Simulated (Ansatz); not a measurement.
Q: Predict a relaxed structure of Al(PF3)Cl3 (AlPCl₃F₃), charge 0, singlet, at PBE-D4/def2-SVP (Ansatz).

A: 
```xyz
8

Al   -1.120   -0.612   -0.681
P     0.822    0.450    0.500
F     2.227   -0.294    0.415
F     0.700    0.657    2.074
F     1.245    1.917    0.049
Cl   -2.541    0.854   -0.135
Cl   -1.064   -2.432    0.393
Cl   -0.268   -0.540   -2.615
```
Point group C3v (tolerance 0.1 Å). This is one stationary point.
